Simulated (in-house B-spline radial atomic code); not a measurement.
How numerical settings move a run on neutral magnesium, [Ne] 3s2. Computed with a B-spline radial code for spherical atoms: scalar-relativistic (X2C) B97-1, spherical fractional occupations, Fermi nucleus of rms radius 3.057 fm.

Command:
```bash
python run_scf.py task.json out
```
Settings of the sound reference run:
```
Z                12
electrons        12
configuration    [Ne] 3s2
hamiltonian      x2c
method           b97_1
spin_polarised   False
nucleus          fermi
rms_radius       3.057
mass_number      24
atomic_mass      23.98504
speed_of_light   137.036
knot_spacing     0.22
spline_order     8
gauss_points     12
box_radius       50
max_iterations   70
damping          0.5
damped_steps     3
diis_vectors     10
tolerance        1e-08
start            Thomas-Fermi
```

Cost of the run: 0.24 s on 1 thread of Arm Neoverse V1 (shared host).

It converges in 9 iterations to -200.370586 hartree, with 3s at -5.24029 eV. The other runs change the listed settings, some to values that make no sense; their results aren't properties of the atom or ion. Radii are in bohr (the nuclear one in fm), a minus after a letter asks for a j subshell, and «unchanged» means within 1e-8 hartree. The run stops when the residual is below 10 × tolerance × max(1, Z/10), or a noise floor if that is larger, and the energy moves by less than 1e-8 × √|E| hartree; so very loose and very tight tolerances often act alike.

| changed settings | outcome |
| --- | --- |
| knot_spacing = 0.75 | converged in 9 iterations, energy +2.32e-02 hartree from the reference, 3s level +9.3e-04 eV |
| max_iterations = 3 | not converged after 3 iterations, last residual 9.9e-03, last energy +2.83e-03 hartree from the reference |
| knot_spacing = 0.4 | converged in 9 iterations, energy +1.61e-05 hartree from the reference, 3s level +2.6e-04 eV |
| knot_spacing = 0.15 | converged in 9 iterations, energy -2.30e-07 hartree from the reference, 3s level -5.8e-06 eV |
| knot_spacing = 2 | converged in 9 iterations, energy +2.43e+00 hartree from the reference, 3s level +1.9e-01 eV |
| knot_spacing = 0.1 | converged in 8 iterations, energy -3.63e-07 hartree from the reference, 3s level -1.5e-05 eV |
| max_iterations = 2 | not converged after 2 iterations, last residual 5.9e-02, last energy +8.46e-02 hartree from the reference |
| max_iterations = 5 | not converged after 5 iterations, last residual 1.2e-03, last energy +3.44e-05 hartree from the reference |
| gauss_points = 8, box_radius = 10, max_iterations = 100, damping = 0.2, diis_vectors = 2 | converged in 10 iterations, energy +4.83e-04 hartree from the reference, 3s level +3.3e-02 eV (the program warns: 3s reaches the box edge) |
| knot_spacing = 0.3 | converged in 9 iterations, energy +7.75e-06 hartree from the reference, 3s level +1.3e-04 eV |
| knot_spacing = 2, first_knot = 8.33e-06, max_iterations = 50, damping = 0.95 | converged in 10 iterations, energy +1.05e+01 hartree from the reference, 3s level +2.0e-01 eV |
| knot_spacing = 1 | converged in 9 iterations, energy +8.58e-01 hartree from the reference, 3s level -4.4e-03 eV |
| hamiltonian = dirac, method = hf, spin_polarised = True | stopped with error: spin polarisation is not served with the Dirac Hamiltonian |
| electrons = 13, configuration = [Ne] 3s2 4s-1, max_iterations = 60 | stopped with error: j subshells need the Dirac Hamiltonian and l > 0 |

(1) What happens with electrons = 13, configuration = [Ne] 3s2 1f1, max_iterations = 50?

(2) What happens with max_iterations = 12, tolerance = 1e-13?

(3) What happens with tolerance = 1e-06?

(4) What happens with max_iterations = 8?

Results:

(1) Stopped with error: there is no 1f shell.

(2) Converged in 9 iterations, energy unchanged.

(3) Converged in 8 iterations, energy unchanged, 3s level -7.2e-06 eV.

(4) Not converged after 8 iterations, last residual 3.3e-07, last energy -2.00e-11 hartree from the reference.
